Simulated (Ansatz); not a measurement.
```yaml
crystal:
  periodic: [false, false, false]
  atoms:
    - {symbol: Mg, position_ang: [1.436700, 1.486060, -2.420578]}
    - {symbol: Se, position_ang: [1.643671, 3.567870, -1.202283]}
    - {symbol: Mg, position_ang: [0.506135, 3.022931, 0.863996]}
    - {symbol: Se, position_ang: [-0.580465, 2.742138, 3.008943]}
    - {symbol: Mg, position_ang: [-1.167502, 0.394730, 2.936313]}
    - {symbol: Se, position_ang: [-1.867868, -1.915388, 3.118794]}
    - {symbol: Mg, position_ang: [-1.162621, -2.797844, 0.977537]}
    - {symbol: Se, position_ang: [-0.550589, -3.930090, -1.072894]}
    - {symbol: Mg, position_ang: [0.387632, -2.105679, -2.357960]}
    - {symbol: Se, position_ang: [1.354906, -0.464718, -3.851859]}
basis:
  gaussian: {orbitals: def2-TZVP}
magnetization: {spin_polarized: true, initial_magnetization: 2}
hamiltonian: {xc: pbe0, dispersion: d4}
scf: {omitted_lower_state_checks: [starts]}
output: {orbitals: {seedname: orbitals}}
```

```sh
$ ansatz run in.yaml --threads 4 --pin off --events-out ev --progress --plain --max-ram 6963MiB
```

Q: Does this run fit into the memory that it is given?

A: No. It has 400 basis functions, and Ansatz plans for 8 GiB where 7 GiB are given.
